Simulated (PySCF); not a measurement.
Ligands exchanged one at a time, Sn OH-OCH3. Isolated molecules, 0 K electronic values unless said otherwise. One relaxed conformer stands for each flexible species; it need not be the lowest. Strings in code marks are SMILES.

The HOMO–LUMO gap from two functionals at the same geometries (PBE0-D4/def2-SVP), both in PySCF: PBE-D3(BJ)/def2-TZVP and B3LYP-D3(BJ)/def2-TZVP. B3LYP has the VWN-RPA correlation part, as in Gaussian. 

```tsv
species	B3LYP-D3(BJ)/def2-TZVP (eV)
0 of 4 OH replaced by OCH3 (`[OH][Sn]([OH])([OH])[OH]`)	6.65
1 of 4 OH replaced by OCH3 (`C[O][Sn]([OH])([OH])[OH]`)	5.73
2 of 4 OH replaced by OCH3 (`[OH][Sn]([OH])([O]C)[O]C`)	5.72
3 of 4 OH replaced by OCH3	5.70
```

Question: What does PBE-D3(BJ)/def2-TZVP give for each?

Answer: 
- 0 of 4 OH replaced by OCH3 (`[OH][Sn]([OH])([OH])[OH]`): 4.56
- 1 of 4 OH replaced by OCH3 (`C[O][Sn]([OH])([OH])[OH]`): 3.72
- 2 of 4 OH replaced by OCH3 (`[OH][Sn]([OH])([O]C)[O]C`): 3.71
- 3 of 4 OH replaced by OCH3: 3.67
Over these rows, drawn at random from the members with no instability flagged (it was tested for open shells, ions and some series alone), PBE minus B3LYP-D3(BJ): mean -2.03 eV, from -2.09 eV to -2.00 eV.
